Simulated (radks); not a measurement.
Spherical quantum dot in the effective-mass picture: electrons in a well V = -V0 / (1 + exp((r - R)/a)) with V0 = 13.7, R = 2.36, a = 0.16, with a point charge +1 (a donor) at the centre, all in effective atomic units (hartree* = m*/eps^2 hartree, bohr* = eps/m* bohr), one dielectric constant everywhere. Calculated with a radial shooting solver with Libxc functionals: non-relativistic Kohn-Sham, LDA (Slater exchange, Perdew-Wang correlation), spin-polarised, spherical densities. Levels are named by radial order and angular momentum (1s, 1p, 1d, 2s, ...), and open shells are averaged over m. Each electron was tried in the lowest free levels, single moves between levels near the top were tried too, and the lowest total energy was kept; such a search can miss a lower state. The series stops at N = 18: beyond it a trial failed or the search could not be trusted, so later rows were left out. At N = 1 the Hartree and exchange-correlation terms need not cancel, so that row can carry a self-interaction error.

N,open shells,2S,E (hartree*),mu = E(N) - E(N-1) (hartree*),addition energy mu(N+1) - mu(N) (hartree*),e(HOMO) (hartree*),rms radius (bohr*)
1,"1s(up 1, down 0)",1,-13.9215,-13.922,0.8370,-13.594,1.066
2,none,0,-27.0061,-13.085,1.733,-12.770,1.133
3,"1p(up 1, down 0)",1,-38.3576,-11.352,0.5421,-11.084,1.269
4,"1p(up 2, down 0)",2,-49.1670,-10.809,0.5558,-10.533,1.340
5,"1p(up 3, down 0)",3,-59.4207,-10.254,0.7114,-9.9744,1.387
6,"1p(up 3, down 1)",2,-68.9629,-9.5422,0.5254,-9.2823,1.425
7,"1p(up 3, down 2)",1,-77.9797,-9.0168,0.5357,-8.7499,1.454
8,none,0,-86.4608,-8.4811,1.557,-8.2119,1.479
9,"1d(up 1, down 0)",1,-93.3853,-6.9245,0.5044,-6.6728,1.512
10,"1d(up 2, down 0)",2,-99.8055,-6.4201,0.5063,-6.1672,1.539
11,"1d(up 3, down 0)",3,-105.719,-5.9138,0.5069,-5.6604,1.562
12,"1d(up 4, down 0)",4,-111.126,-5.4069,0.5068,-5.1534,1.583
13,"1d(up 5, down 0)",5,-116.026,-4.9001,0.6439,-4.6470,1.601
14,"1d(up 5, down 1)",4,-120.283,-4.2563,0.4912,-4.0111,1.618
15,"1d(up 5, down 2)",3,-124.048,-3.7651,0.4930,-3.5187,1.633
16,"1d(up 5, down 3)",2,-127.320,-3.2720,0.4937,-3.0252,1.647
17,"1d(up 5, down 4)",1,-130.098,-2.7783,0.4938,-2.5314,1.659
18,none,0,-132.383,-2.2845,-,-2.0378,1.672

All shells are closed at N = 2, 8, 18 (there: 1s2 1p6 1d10); the second difference of the energy has clear peaks (12 % above both neighbours; the first and last values, which can be the largest, are not judged, and half-filled shells can peak too) at N = 2, 5, 8, 13.
